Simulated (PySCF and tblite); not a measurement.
Results of a calculation; reference values are marked as such.
Rotation: stationary points, barriers and rates

System: C7H7NO, numbered as in [H]/[N:1]=[CH:2]\[c:3]1[cH:4][cH:5][cH:6][cH:7][c:8]1[OH:9].

Motion: rotation about the C8–O9 bond (torsion C3–C8–O9–H from 180° to 354°, rising). Geometries: GFN2-xTB; energies: revPBE/pcSseg-1 + D3(BJ); zero-point and thermal terms from GFN2-xTB harmonic modes (soft modes blended into free rotors). Rate constants are transition-state-theory values, counting equivalent paths, without tunnelling. Programs: tblite and PySCF.

| point | symmetry | E(GFN2) kcal/mol | E(DFT) kcal/mol | ZPE change kcal/mol | lowest mode cm⁻¹ | dipole D |
| --- | --- | --- | --- | --- | --- | --- |
| start | Cs | 0.0 | 0.0 | 0.00 | 76 | 4.09 |
| saddle | C1 | 5.9 | 4.4 | -0.79 | 410i | 3.28 |
| end | C1 | 1.3 | 1.3 | -0.10 | 111 | 1.69 |

```json
{
 "Electronic barrier": "4.4 kcal/mol",
 "Barrier with zero-point energy": "3.6 kcal/mol",
 "ΔH‡ (298 K)": "3.5 kcal/mol",
 "ΔS‡ (298 K, symmetry apart)": "-0.9 cal/(mol K)",
 "Paths": "2 equivalent paths",
 "End point": "a different minimum",
 "Mean lifetime of the start against this motion at 298 K": "44 ps",
 "Cost": "2.5 min on 1 thread of Intel Xeon @ 2.80GHz, on a host shared with other jobs (rough), peak memory 0.71 GiB, launched as `OMP_NUM_THREADS=1 python ens_run.py task.json out`"
}
```

```csv
T/K,ΔG‡ kcal/mol,k s⁻¹,ΔG kcal/mol,k back s⁻¹
150,3.7,2.8×10⁷,1.2,7.9×10⁸
200,3.7,7.8×10⁸,1.2,8×10⁹
250,3.7,6×10⁹,1.2,3.3×10¹⁰
298,3.7,2.3×10¹⁰,1.2,8.4×10¹⁰
350,3.8,6.4×10¹⁰,1.2,1.7×10¹¹
400,3.8,1.4×10¹¹,1.1,2.9×10¹¹
500,3.9,4×10¹¹,1.1,6.1×10¹¹
```

ΔG and ΔG‡ leave out symmetry numbers and mirror images; rates count paths: 2 out, 1 back.
